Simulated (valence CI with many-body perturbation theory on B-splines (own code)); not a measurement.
Sensitivity of CI+MBPT for Pd⁶⁺

Computed by configuration interaction combined with many-body perturbation theory (CI+MBPT): four valence electrons over a frozen Dirac-Fock core [Kr], a basis of 6 s, 6 p, 5 d, 5 f, 1 g functions for each j, with the one-electron correlation potential Σ1, the two-electron term Σ2, the three-electron term Σ3, Breit, model QED; selected CI, second order for the rest, scaled by the run's own slope (own B-spline code, finite nucleus).

No measured spectrum was set against this ion. As an estimate, terms of the open shell hold to 2 to 4 % of their energy, and close levels can change places; different configurations can be misplaced against each other by 1,000 to 8,000 cm⁻¹. Only levels of the ground parity were solved; by the run's estimate the other parity begins above the list, which can be wrong where configurations are misplaced.

The reference run has the lowest level 4d4 5D_0 and an ionisation energy of 101.707 eV. Its largest variational space holds 9986 state functions.

Names give the largest LS component (configuration and term), which can be under half, so a name can repeat, a term be missing and a line seem to break the LS rules; names also repeat where a configuration has a term twice.

Changed runs:
A. QED terms on → off
B. Breit term on → off; shift of the energy in Σ1 (hartree) 0 → -1.667
C. size limit of the variational space 10000 → 1500
D. scale of Σ1 1 → 0 (bad on purpose)

Excitation energies of the reference run in cm⁻¹, and shifts in cm⁻¹:

```tsv
Level	Reference	A	B	C	D
4d4 5D_1	953	-4.9	+73	-16	-69
4d4 5D_2	2402	-11	+162	-5.6	-151
4d4 5D_3	4090	-16	+248	+11	-229
4d4 5D_4	5906	-21	+329	+10	-298
4d4 3P_0	20634	+0.9	-110	+0.1	-89
4d4 3H_4	21067	-4.7	+32	-60	-186
4d4 3H_5	23205	-14	+188	-73	-324
4d4 3H_6	24744	-19	+280	+1.6	-389
4d4 3P_1	24750	-13	+81	-25	-293
4d4 3G_3	24820	-8.7	+56	-42	-250
4d4 3F_2	25846	-12	+93	-48	-301
4d4 3F_4	26596	-19	+216	-42	-392
Ionisation energy (eV)	101.707	-0.007	-0.587	-0.00098	-1.669
```
